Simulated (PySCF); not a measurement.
An unknown shows these calculated signals:

1H NMR (400 MHz, computed): δ 7.06 (m, 1H), 7.01 (m, 1H), 6.75 (m, 1H), 6.54 (br, 1H), 2.27 (m, 1H), 2.10 (m, 1H), 2.05 (m, 2H), 2.04 (m, 2H), 1.69 (m, 1H).

13C{1H} NMR (computed): δ 162.7 (CH2), 149.9 (CH), 38.3 (CH), 27.3 (CH2), 23.0 (CH2).

PySCF 2.14 calculation with geometry from PBE0-D3(BJ)/def2-SVP, J: B3LYP/pcJ-1 (spin–dipole term only in couplings to heteroatoms) and PBE0/pcSseg-1 with gauge-including orbitals; one conformer, isolated molecule, non-relativistic, averaged over atoms made equivalent by symmetry, fast rotation or ring inversion.

Referencing at the same level of theory: TMS for 1H (σref 31.27) and 13C (σref 184.41).

Q: Which of these does the molecule contain: a non-aromatic C=C double bond, a tert-butyl group, a methoxy group, a vinyl group CH=CH2, a C≡C triple bond?

A: 
- A non-aromatic C=C double bond: yes.
- A tert-butyl group: no.
- A methoxy group: no.
- A vinyl group CH=CH2: yes (δC 162.7, 149.9; δH 7.01 (m), 6.75 (m), 7.06 (m)).
- A C≡C triple bond: no.

The data belong to SMILES C=CBC1CCC1, C₆H₁₁B; they needn't prove each group on their own.

Carbon signals by region: 1 in the far downfield region (above 160 ppm), 1 in the sp2 and nitrile region (100–160 ppm), 3 below 50 ppm. Above 160 ppm: 162.7, terminal =CH2 carbon.

Hydrogens on boron are broadened and split by 11B (spin 3/2, 80 %) and 10B (spin 3). A carbon bonded to boron is broadened by the quadrupolar boron nucleus and is often missing from a measured spectrum. Splittings below 1 Hz are ignored in the labels, and close J values are merged. Couplings among chemically equivalent protons are left out too, so labels in AA′BB′ or AA′XX′ sets are apparent multiplicities. Unscaled 3J(H,H) at this level run about 10 % above measured values. Shifts are as computed. Against solution values, carbons near 30 ppm lie about +2 ppm off and those near 130 ppm about +5 ppm. Of 1309 compounds with measured shifts, 239 miss one by over three times the rms of a fit or turn the order of signals round; such compounds aren't used in these exercises. Vicinal couplings across rotatable single bonds and in flexible rings belong to the one computed conformer; a conformer average would change them.
